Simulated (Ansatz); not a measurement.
Species: MoO, net charge 0, quintet state. SMILES: [O]=[Mo]
Geometry: optimised at B3LYP-D3(BJ)/def2-TZVP (Ansatz, a quantum-chemistry and plane-wave program).

Quantity: size of the dipole moment, in D. Conventions: def2 sets with scalar-relativistic core potentials past Kr; spin-orbit terms left out; open shells spin-unrestricted; STO-3G and 3-21G all-electron and non-relativistic; 6-31G* and kin with 6d, 5d where marked; LANL2DZ with its own core potentials from Na on. Ab initio and DFT rows: single points at B3LYP-D3(BJ) geometries (Ansatz).

```
level                              program  size of the dipole moment (D)
---------------------------------  -------  -----------------------------
SVWN5/6-31G* with LANL2DZ past Ar   Ansatz                           2.49
PBE/STO-3G                          Ansatz                           1.97
PBE/3-21G                           Ansatz                           2.17
BLYP/6-31G* with LANL2DZ past Ar    Ansatz                           2.48
B3LYP/def2-SVP                      Ansatz                           3.21
B3LYP/6-31G* with LANL2DZ past Ar   Ansatz                           2.95
```

No value to compare with is used here. The 6 habitual levels span 1.97 (PBE/STO-3G) to 3.21 D (B3LYP/def2-SVP).

The levels are drawn from those run, B3LYP/6-31G* more often than the rest, none by its result; left out are runs that failed, that the program found above a lower state of the same kind, or whose <S^2> lies over 0.5 above the pure value.
